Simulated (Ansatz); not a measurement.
Geometry optimisation, Ansatz, RKS PBE0-D4/def2-SVP.

input.yaml

```yaml
crystal:
  periodic: [false, false, false]
  atoms:
    - { symbol: Ge, position_ang: [-0.630664, 0.001199, -0.312182] }
    - { symbol: F, position_ang: [-0.102297, -1.027495, 2.330972] }
    - { symbol: Cl, position_ang: [1.147647, 1.097637, 0.1836] }
    - { symbol: Cl, position_ang: [-1.285182, 0.824244, -2.19679] }
    - { symbol: Cl, position_ang: [-0.121244, -2.042009, -0.689401] }
    - { symbol: P, position_ang: [-2.274631, 0.300256, 1.243173] }
    - { symbol: H, position_ang: [-3.216655, 0.783921, 0.301429] }
    - { symbol: H, position_ang: [-2.681102, -1.058925, 1.148717] }
    - { symbol: H, position_ang: [-0.162073, -0.190927, 2.717081] }
basis:
  gaussian: { orbitals: def2-SVP }
hamiltonian:
  xc: pbe0
  dispersion: d4
relax:
  f_tol: 0.03
  max_steps: 50
```

Run as:

```bash
$ ansatz run input.yaml --threads 4 --pin off --max-ram 5120MiB --backend cpu --events-out ev --progress --plain --runs-dir out
```

Task: Where does it end, and by what steps?

Result: The forces met the threshold. After 15 steps the energy has fallen by 0.165 eV; H9 moved furthest, 0.73 Å.

```csv
step,energy less start (eV),largest force component (eV/Å),accepted
0,0.0000,0.444,yes
1,-0.0384,0.250,yes
2,0.0433,2.729,no
3,-0.0402,0.873,yes
4,-0.0540,0.644,yes
5,-0.0718,0.140,yes
6,-0.0779,1.255,yes
7,-0.0851,1.530,yes
8,-0.1387,0.685,yes
9,-0.1554,0.262,yes
10,-0.1396,0.290,no
11,-0.1626,0.098,yes
12,-0.1634,0.060,yes
13,-0.1643,0.058,yes
14,-0.1648,0.042,yes
15,-0.1651,0.013,yes
```

```xyz
9
Properties=species:S:1:pos:R:3
Ge -0.740 0.028 -0.313
F -0.251 -0.772 2.631
Cl 1.115 0.833 0.505
Cl -1.026 1.098 -2.152
Cl -0.329 -2.015 -0.809
P -2.508 0.402 1.111
H -3.417 0.349 0.007
H -2.629 -0.984 1.415
H 0.459 -0.249 2.332
```

Whether the end is a true minimum wasn't checked by a vibrational analysis.

The run took 55 s on 4 threads of Arm Neoverse V1 (shared host), peak memory 0.41 GiB.
